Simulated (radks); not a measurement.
Species: Ne. Configuration: [Ne] (the NIST ground configuration). Method: scalar-relativistic Kohn-Sham, PBE, spin-unpolarised, spherical densities, finite nucleus; Fermi nuclear charge, rms radius 3.0055 fm; computed with a radial shooting solver on a logarithmic mesh with Libxc functionals.

Normalised radial functions P(r) = r R(r), r in bohr:

```
   r/bohr * 2s, o 2p (the largest magnitude, 1.08, reaches the edge; | marks zero, & curves that meet)
  0.01164                             o   *
  0.01604                             o    *
  0.02191                             o     *
  0.03017                             |o      *
  0.04121                             |o        *
  0.05676                             | o        *
  0.07816                             |  o        *
   0.1068                             |    o     *
   0.1471                             |       &
   0.2009                             | *         o
   0.2767                      *      |               o
    0.378            *                |                   o
   0.5205    *                        |                      o
   0.7111  *                          |                       o
   0.9792      *                      |                    o
    1.338              *              |               o
    1.842                     *       |         o
    2.517                          *  |    o
    3.466                            *| o
```

2s: eigenvalue -36.405 eV, 1 radial node at r = 0.218 bohr, <r> = 0.897 bohr, 90 % of the charge inside 1.45 bohr. 2p: eigenvalue -13.334 eV, 0 radial nodes, <r> = 0.982 bohr, 90 % of the charge inside 1.74 bohr.
